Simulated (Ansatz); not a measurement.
System: C₄H₅S (charge -1, singlet). It need not be the lowest isomer of its formula. Whether it binds its extra electron was not tested at this geometry. 
Coordinates optimised at B3LYP-D3(BJ)/def2-TZVP (Ansatz, a first-principles code):
```
C
C 1 1.3318
H 1 1.0927 2 124.27
C 2 1.4605 1 113.59 3 -180.00
H 4 1.0927 2 114.24 1 -116.94
H 4 1.0927 5 108.77 2 128.93
C 1 1.5402 3 114.89 2 -180.00
H 7 1.0975 1 111.59 3 -59.77
H 7 1.0975 8 106.92 1 -122.27
S 7 1.8205 8 109.72 9 -118.93
```
Charge -1, spin multiplicity 1.

Basis-set convergence of Hartree-Fock and CCSD correlation energies (hartree) with Ansatz. Correlated levels leave the core frozen unless marked. Spin-orbit coupling is left out. No relativistic terms.

| basis | functions | E(HF) | E(corr, CCSD) |
|---|---|---|---|
| aug-cc-pV(D+d)Z | 169 | -551.85069 | -0.76748 |
| aug-cc-pV(T+d)Z | 354 | [?] | [?] |

Task: Some entries are withheld; supply them.

Result: 
- aug-cc-pV(T+d)Z, E(HF): -551.89650
- aug-cc-pV(T+d)Z, E(corr, CCSD): -0.89843
